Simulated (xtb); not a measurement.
triflic acid (CHF3O3S), singlet, geometry from GFN2-xTB; GFN0-xTB (xtb 6.7.1).

Input for xtb:
```
$ xtb mol.xyz --gfn 0 --hess --json

# file mol.xyz
9

O      1.41469782    -0.49779905    -1.06169565
S      0.80886675     0.30104012     0.16311669
O      1.27034678    -0.28302073     1.37173556
O      0.90598970     1.68891681    -0.07270317
C     -0.97345522    -0.20872619    -0.06496558
F     -1.73274043     0.25154402     0.91428660
F     -1.43423367     0.23041401    -1.22337302
F     -1.01685156    -1.53813106    -0.06070275
H      1.82502020    -1.32350365    -0.79066498
```

What the program printed (banner, timings and long lists left out):

```
   ID    Z sym.   atoms
    1    8 O      1, 3, 4
    2   16 S      2
    3    6 C      5
    4    9 F      6-8
    5    1 H      9

           -------------------------------------------------
          |                Calculation Setup                |
           -------------------------------------------------

           -------------------------------------------------
          |                 G F N 0 - x T B                 |
           -------------------------------------------------

          ...................................................
          :                      SETUP                      :
          :.................................................:
          :  # basis functions                  40          :
          :  # atomic orbitals                  39          :
          :  # shells                           19          :
          :  # electrons                        50          :
          :  electronic temp.          300.0000000     K    :
          :  accuracy                    1.0000000          :
          :  -> integral cutoff          0.2500000E+02      :
          :  -> integral neglect         0.1000000E-07      :
          ...................................................

         :::::::::::::::::::::::::::::::::::::::::::::::::::::
         ::                     SUMMARY                     ::
         :::::::::::::::::::::::::::::::::::::::::::::::::::::
         :: total energy             -27.262762345325 Eh    ::
         :: gradient norm              0.055598405255 Eh/a0 ::
         :: HOMO-LUMO gap              5.927380338777 eV    ::
         ::.................................................::
         :: H0 energy                -27.181239701289 Eh    ::
         :: repulsion energy           0.127634778368 Eh    ::
         :: electrostat energy        -0.171642190319 Eh    ::
         :: -> Gsolv                   0.000000000000 Eh    ::
         ::    -> Gsasa                0.000000000000 Eh    ::
         ::    -> Gshift               0.000000000000 Eh    ::
         :: dispersion energy         -0.003075725404 Eh    ::
         :: short-range corr.         -0.034439506681 Eh    ::
         :: add. restraining           0.000000000000 Eh    ::
         :: total charge              -0.000000000000 e     ::
         :::::::::::::::::::::::::::::::::::::::::::::::::::::

           -------------------------------------------------
          |                Numerical Hessian                |
           -------------------------------------------------
step length          :   0.00500
SCC accuracy         :   0.30000
Hessian scale factor :   1.00000
frozen atoms in %    :   0.00000    0
RMS gradient         :   0.05560 !! INCOMPLETELY OPTIMIZED GEOMETRY !!
estimated CPU  time      0.00 min

writing file <hessian>.

 projected vibrational frequencies (cm⁻¹)
eigval :       -0.00    -0.00    -0.00     0.00     0.00     0.00
eigval :      -84.69    49.55    70.82   208.57   241.05   259.23
eigval :      292.45   330.15   349.99   401.30   419.76   423.43
eigval :      523.87   609.48   917.97   944.93   998.23  1074.12
eigval :     1170.62  1180.99  3418.42
           -------------------------------------------------
          |                Property Printout                |
           -------------------------------------------------

    * Orbital Energies and Occupations

         #    Occupation            Energy/Eh            Energy/eV
      -------------------------------------------------------------
         1        2.0000           -0.8330331             -22.6680
       ...           ...                  ...                  ...
        13        2.0000           -0.4832980             -13.1512
        14        2.0000           -0.4813252             -13.0975
        15        2.0000           -0.4677819             -12.7290
        16        2.0000           -0.4491315             -12.2215
[...]
          |             Thermodynamic Functions             |
           -------------------------------------------------

c1  symmetry found (for desy threshold:  0.10E+00) used in thermo

          ...................................................
          :                      SETUP                      :
          :.................................................:
          :  # frequencies                          20      :
          :  # imaginary freq.                       1      :
          :  linear?                             false      :
          :  only rotor calc.                    false      :
          :  symmetry                               c1      :
          :  rotational number                       1      :
          :  scaling factor                  1.0000000      :
          :  rotor cutoff                   50.0000000 cm⁻¹ :
          :  imag. cutoff                  -20.0000000 cm⁻¹ :
          :.................................................:

    mode    ω/cm⁻¹     T·S(HO)/kcal·mol⁻¹    T·S(FR)/kcal·mol⁻¹   T·S(vib)
   ------------------------------------------------------------------------
       1     49.55    -1.44161 ( 49.10%)    -1.05886 ( 50.90%)    -1.24679
       2     70.82    -1.23149 ( 80.10%)    -0.95317 ( 19.90%)    -1.17610
       3    208.57    -0.61304 ( 99.67%)    -0.63336 (  0.33%)    -0.61311
       4    241.05    -0.53522 ( 99.82%)    -0.59050 (  0.18%)    -0.53532
       5    259.23    -0.49700 ( 99.86%)    -0.56896 (  0.14%)    -0.49710
       6    292.45    -0.43523 ( 99.91%)    -0.53325 (  0.09%)    -0.43531
   ------------------------------------------------------------------------

   temp. (K)  partition function   enthalpy   heat capacity  entropy
                                   cal/mol     cal/K/mol   cal/K/mol   J/K/mol
 298.15  VIB   197.                 3619.740     22.040     21.800
         ROT  0.341E+06              888.752      2.981     28.300
         INT  0.672E+08             4508.493     25.021     50.100
         TR   0.178E+28             1481.254      4.968     40.910
         TOT                        5989.7467    29.9893    91.0101   380.7861

       T/K    H(0)-H(T)+PV         H(T)/Eh          T*S/Eh         G(T)/Eh
   ------------------------------------------------------------------------
    298.15    0.954527E-02    0.411774E-01    0.432418E-01   -0.206440E-02
   ------------------------------------------------------------------------

         :::::::::::::::::::::::::::::::::::::::::::::::::::::
         ::                  THERMODYNAMIC                  ::
         :::::::::::::::::::::::::::::::::::::::::::::::::::::
         :: total free energy         -27.264826745073 Eh   ::
         ::.................................................::
         :: total energy              -27.262762345325 Eh   ::
         :: zero point energy           0.031632143915 Eh   ::
         :: G(RRHO) w/o ZPVE           -0.033696543663 Eh   ::
         :: G(RRHO) contrib.           -0.002064399748 Eh   ::
         :::::::::::::::::::::::::::::::::::::::::::::::::::::
imag cut-off (cm-1) :    5.00
 found            1  significant imaginary frequency
 writing imag mode distorted coords to xtbhess.xyz
 for further optimization.

           -------------------------------------------------
          | TOTAL ENERGY              -27.262762345325 Eh   |
          | TOTAL ENTHALPY            -27.221584932471 Eh   |
          | TOTAL FREE ENERGY         -27.264826745073 Eh   |
          | GRADIENT NORM               0.055598405255 Eh/α |
          | HOMO-LUMO GAP               5.927380338777 eV   |
           -------------------------------------------------
########################################################################
[WARNING] Runtime exception occurred
-1- hessian_numhess: Hessian on incompletely optimized geometry!
########################################################################

normal termination of xtb
```
